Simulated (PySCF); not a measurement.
PySCF input (M06-2X/def2-TZVPD):

```python
from pyscf import gto, scf, dft

mol = gto.M(
    atom='''
    O     0.00000000    0.00000000    0.00000000
    B    -1.16475675   -0.65077146    0.00373208
    H    -1.67657657   -0.90969153   -1.04264628
    H    -1.64842851   -0.94805122    1.05330018
    B     1.16475675    0.65077146   -0.00373208
    H     1.15140749    1.84376938    0.01828126
    H     2.17359758    0.01397338   -0.02893516
    ''',
    basis='def2-tzvpd',
    charge=0,
    spin=2,
    verbose=4,
)

mf = dft.UKS(mol, xc='m062x').density_fit(auxbasis='def2-universal-jkfit')
mf.grids.level = 4
mf.conv_tol = 1e-9
mf.max_cycle = 100
mf.max_memory = 1500
mf.kernel()
if not mf.converged:
    mf = mf.newton()
    mf.kernel(mf.make_rdm1())
for _ in range(2):
    mo, _, stable, _ = mf.stability(return_status=True)
    if stable:
        break
    mf.kernel(mf.make_rdm1(mo, mf.mo_occ))
mf.analyze()
```

Output:

```
PySCF version 2.14.0

[INPUT] verbose = 4
[INPUT] num. atoms = 7
[INPUT] num. electrons = 22
[INPUT] charge = 0
[INPUT] spin (= nelec alpha-beta = 2S) = 2
[INPUT] symmetry False subgroup None
[INPUT] Mole.unit = angstrom
[INPUT] Symbol           X                Y                Z      unit          X                Y                Z       unit  Magmom
[INPUT]  1 O      0.000000000000   0.000000000000   0.000000000000 AA    0.000000000000   0.000000000000   0.000000000000 Bohr   0.0
[INPUT]  2 B     -1.164756750000  -0.650771460000   0.003732080000 AA   -2.201071259238  -1.229779829083   0.007052609075 Bohr   0.0
[INPUT]  3 H     -1.676576570000  -0.909691530000  -1.042646280000 AA   -3.168270544163  -1.719067849537  -1.970315913997 Bohr   0.0
[INPUT]  4 H     -1.648428510000  -0.948051220000   1.053300180000 AA   -3.115078419825  -1.791557157860   1.990448867155 Bohr   0.0
[INPUT]  5 B      1.164756750000   0.650771460000  -0.003732080000 AA    2.201071259238   1.229779829083  -0.007052609075 Bohr   0.0
[INPUT]  6 H      1.151407490000   1.843769380000   0.018281260000 AA    2.175844813873   3.484219165059   0.034546574612 Bohr   0.0
[INPUT]  7 H      2.173597580000   0.013973380000  -0.028935160000 AA    4.107504131217   0.026405861234  -0.054679527770 Bohr   0.0

nuclear repulsion = 57.4778455984334
number of shells = 60
number of NR pGTOs = 203
number of NR cGTOs = 150
basis = def2-tzvpd
ecp = {}

******** <class 'pyscf.df.df_jk.DFUKS'> ********
method = DFUKS
initial guess = minao
damping factor = 0
level_shift factor = 0
DIIS = <class 'pyscf.scf.diis.CDIIS'>
diis_start_cycle = 1
diis_space = 8
diis_damp = 0
SCF conv_tol = 1e-09
SCF conv_tol_grad = None
SCF max_cycles = 100
direct_scf = False
number electrons alpha = 12  beta = 10
XC library pyscf.dft.libxc version 7.1.2
    S. Lehtola, C. Steigemann, M. J. T. Oliveira, and M. A. L. Marques,  SoftwareX 7, 1–5 (2018)
XC functionals = m062x
    Y. Zhao and D. G. Truhlar,  Theor. Chem. Acc. 120, 215 (2008)
    Y. Zhao and D. G. Truhlar,  Theor. Chem. Acc. 120, 215 (2008)
radial grids:
    Treutler-Ahlrichs [JCP 102, 346 (1995); DOI:10.1063/1.469408] (M4) radial grids

becke partition: Becke, JCP 88, 2547 (1988); DOI:10.1063/1.454033
pruning grids: <function nwchem_prune>
grids dens level: 4
symmetrized grids: False
atomic radii adjust function: <function treutler_atomic_radii_adjust>
small_rho_cutoff = 0
Set gradient conv threshold to 3.16228e-05
tot grids = 147304
******** <class 'pyscf.df.df.DF'> ********
auxbasis = def2-universal-jkfit
init E= -127.537306954393

WARN: alpha nocc = 12  HOMO -0.061035825530358 >= LUMO -0.0610353108045877
[...]
WARN: HOMO -0.160484671349245 >= LUMO -0.215426260106291

Extra cycle  E= -127.15846576192  delta_E= -3.69e-11  |g|= 1.62e-06  |ddm|= 1.56e-05
converged SCF energy = -127.15846576192  <S^2> = 2.0063689  2S+1 = 3.0042429
uhf_internal: lowest eigs of H = [0.0513623  0.09508979 0.19296815]
<class 'pyscf.df.df_jk.DFUKS'> wavefunction is stable in the internal stability analysis
**** SCF Summaries ****
Total Energy =                        -127.158465761920354
Nuclear Repulsion Energy =              57.477845598433355
One-electron Energy =                 -284.906240535014035
Two-electron Energy =                  100.269929174660334
Two-electron Coulomb Energy =          118.380608632598268
DFT Exchange-Correlation Energy =      -18.110679457937934
HOMO-LUMO gap [eV] =                    -1.495036780220074
**** MO energy ****
                             alpha | beta                alpha | beta
MO #1   energy= -19.6897374487386  | -19.6823978434819  occ= 1 | 1
MO #2   energy= -7.10033196891998  | -7.10048989027015  occ= 1 | 1
MO #3   energy= -7.06395484545888  | -7.06093977934128  occ= 1 | 1
MO #4   energy= -1.20294613005088  | -1.17774077978689  occ= 1 | 1
MO #5   energy= -0.751735293972903 | -0.729841564861946 occ= 1 | 1
MO #6   energy= -0.579195112713402 | -0.528055825477211 occ= 1 | 1
MO #7   energy= -0.56840209300432  | -0.527588057425452 occ= 1 | 1
MO #8   energy= -0.554778335878518 | -0.498175273290181 occ= 1 | 1
MO #9   energy= -0.521006676774771 | -0.481860147979737 occ= 1 | 1
MO #10  energy= -0.437388869095468 | -0.378151764010589 occ= 1 | 1
MO #11  energy= -0.39183166807975  | -0.215426260106291 occ= 1 | 0
MO #12  energy= -0.160484671349245 | -0.00584022837102813 occ= 1 | 0
MO #13  energy= -0.0138698202249259 | -0.00402808397962088 occ= 0 | 0
MO #14  energy= 0.00907461876340122 | 0.0121924227289484 occ= 0 | 0
MO #15  energy= 0.0215040443668424 | 0.0300891064010443 occ= 0 | 0
MO #16  energy= 0.0658554002934708 | 0.0582805159369022 occ= 0 | 0
MO #17  energy= 0.0670267733460802 | 0.0717111070400478 occ= 0 | 0
MO #18  energy= 0.0731795546820827 | 0.0763012892003966 occ= 0 | 0
MO #19  energy= 0.0915999101835021 | 0.0796409213814504 occ= 0 | 0
MO #20  energy= 0.109391697037109  | 0.0906898526965434 occ= 0 | 0
MO #21  energy= 0.112932911001153  | 0.102229674956525  occ= 0 | 0
MO #22  energy= 0.118005190377578  | 0.110393515386932  occ= 0 | 0
MO #23  energy= 0.122592409110381  | 0.121357693606025  occ= 0 | 0
MO #24  energy= 0.132092677049485  | 0.126297011607333  occ= 0 | 0
MO #25  energy= 0.14032755390546   | 0.142963017666289  occ= 0 | 0
MO #26  energy= 0.162110999640362  | 0.156680750654136  occ= 0 | 0
MO #27  energy= 0.167200512046777  | 0.157998635024526  occ= 0 | 0
MO #28  energy= 0.169974077833883  | 0.158704979618466  occ= 0 | 0
MO #29  energy= 0.189138250232248  | 0.172779332025295  occ= 0 | 0
MO #30  energy= 0.195772399281559  | 0.190779060408272  occ= 0 | 0
MO #31  energy= 0.237084899800659  | 0.22258166770694   occ= 0 | 0
MO #32  energy= 0.238373360664751  | 0.227694695816955  occ= 0 | 0
MO #33  energy= 0.253104901088832  | 0.250085550902097  occ= 0 | 0
MO #34  energy= 0.259712435032279  | 0.251845134509451  occ= 0 | 0
MO #35  energy= 0.282008019740321  | 0.258007768829287  occ= 0 | 0
MO #36  energy= 0.286529948678826  | 0.261131499678348  occ= 0 | 0
MO #37  energy= 0.286791630542936  | 0.266124333792788  occ= 0 | 0
MO #38  energy= 0.291456482548105  | 0.293387101801653  occ= 0 | 0
MO #39  energy= 0.29484842806498   | 0.294593413305363  occ= 0 | 0
MO #40  energy= 0.298166521591135  | 0.295409847072578  occ= 0 | 0
MO #41  energy= 0.30240423466519   | 0.303090987228264  occ= 0 | 0
MO #42  energy= 0.316619798328995  | 0.315623286452897  occ= 0 | 0
MO #43  energy= 0.332291855207723  | 0.318579940994483  occ= 0 | 0
MO #44  energy= 0.33591504098122   | 0.326264078798997  occ= 0 | 0
MO #45  energy= 0.338814895362651  | 0.329547549474293  occ= 0 | 0
MO #46  energy= 0.346274011503544  | 0.331499864274727  occ= 0 | 0
MO #47  energy= 0.35447085366899   | 0.336992442333255  occ= 0 | 0
MO #48  energy= 0.362721855077581  | 0.361746324473465  occ= 0 | 0
MO #49  energy= 0.379304198976981  | 0.367344591246113  occ= 0 | 0
MO #50  energy= 0.42609103684456   | 0.401634171762247  occ= 0 | 0
MO #51  energy= 0.436400889352991  | 0.421794805998271  occ= 0 | 0
MO #52  energy= 0.460581538748805  | 0.45411441121195   occ= 0 | 0
MO #53  energy= 0.46701436255153   | 0.469136974184815  occ= 0 | 0
MO #54  energy= 0.490915040149112  | 0.475154327839717  occ= 0 | 0
MO #55  energy= 0.501683451404411  | 0.495295746255646  occ= 0 | 0
MO #56  energy= 0.571097540380388  | 0.559962793624809  occ= 0 | 0
MO #57  energy= 0.59101947781007   | 0.582042846581875  occ= 0 | 0
MO #58  energy= 0.592902394924967  | 0.593668425346444  occ= 0 | 0
MO #59  energy= 0.599959061951882  | 0.595366135444804  occ= 0 | 0
MO #60  energy= 0.60310946906141   | 0.604433998178492  occ= 0 | 0
MO #61  energy= 0.643894786678677  | 0.631442059657215  occ= 0 | 0
MO #62  energy= 0.65805860098854   | 0.645681978562059  occ= 0 | 0
MO #63  energy= 0.659690781623647  | 0.664595307079385  occ= 0 | 0
MO #64  energy= 0.671048171842496  | 0.669579153089606  occ= 0 | 0
MO #65  energy= 0.691688405803284  | 0.683749484899808  occ= 0 | 0
MO #66  energy= 0.767567176462789  | 0.760881913570289  occ= 0 | 0
MO #67  energy= 0.784278436229205  | 0.772844082928203  occ= 0 | 0
MO #68  energy= 0.815535704493889  | 0.795654409956818  occ= 0 | 0
MO #69  energy= 0.828546269090833  | 0.814716748209241  occ= 0 | 0
MO #70  energy= 0.828814655233598  | 0.822040678901955  occ= 0 | 0
MO #71  energy= 0.840610461084403  | 0.831161794341498  occ= 0 | 0
MO #72  energy= 0.881798717994808  | 0.875989941047812  occ= 0 | 0
MO #73  energy= 0.897106974916893  | 0.885953948613858  occ= 0 | 0
MO #74  energy= 0.935581330582068  | 0.916818979540988  occ= 0 | 0
MO #75  energy= 0.947865542781937  | 0.943081983264458  occ= 0 | 0
MO #76  energy= 0.970623450776717  | 0.951210862440671  occ= 0 | 0
MO #77  energy= 1.10405951257725   | 1.10155478347178   occ= 0 | 0
MO #78  energy= 1.14058750345378   | 1.13986323361325   occ= 0 | 0
MO #79  energy= 1.24059246831142   | 1.24526119260329   occ= 0 | 0
MO #80  energy= 1.25666930890476   | 1.25972834270977   occ= 0 | 0
MO #81  energy= 1.27144309586395   | 1.26937249929963   occ= 0 | 0
MO #82  energy= 1.37910947063422   | 1.36899732861976   occ= 0 | 0
MO #83  energy= 1.38240707303831   | 1.38230855187361   occ= 0 | 0
MO #84  energy= 1.39971856593459   | 1.39964675172947   occ= 0 | 0
MO #85  energy= 1.4606870161142    | 1.45216631036864   occ= 0 | 0
MO #86  energy= 1.53112447819297   | 1.53191043058413   occ= 0 | 0
MO #87  energy= 1.54100740747414   | 1.54356655631328   occ= 0 | 0
MO #88  energy= 1.55328149178587   | 1.55001199909302   occ= 0 | 0
MO #89  energy= 1.55695337764701   | 1.56313861658338   occ= 0 | 0
MO #90  energy= 1.5916618974662    | 1.59702765698975   occ= 0 | 0
MO #91  energy= 1.59424142572654   | 1.60421734651287   occ= 0 | 0
MO #92  energy= 1.59966115814946   | 1.60796478040248   occ= 0 | 0
MO #93  energy= 1.67876291405998   | 1.67962724209134   occ= 0 | 0
MO #94  energy= 1.84794056998053   | 1.87980760486354   occ= 0 | 0
MO #95  energy= 1.8494482739006    | 1.88478526964417   occ= 0 | 0
MO #96  energy= 1.87440367026155   | 1.8905771391281    occ= 0 | 0
MO #97  energy= 1.88640543962082   | 1.89337861147      occ= 0 | 0
MO #98  energy= 1.89922830211598   | 1.91470968002167   occ= 0 | 0
MO #99  energy= 1.90095967574172   | 1.9198723729241    occ= 0 | 0
MO #100 energy= 1.90940297790123   | 1.93702758916007   occ= 0 | 0
MO #101 energy= 1.94267933474015   | 1.95568442405408   occ= 0 | 0
MO #102 energy= 1.95587626831013   | 1.96336945912303   occ= 0 | 0
MO #103 energy= 1.97954036609287   | 1.97889380907713   occ= 0 | 0
MO #104 energy= 2.0708767233655    | 2.07866154436296   occ= 0 | 0
[...]
```

This state (charge 0, triplet) is run at the relaxed geometry of the species with charge 0 and multiplicity 1, and is a spin state other than that species' own.
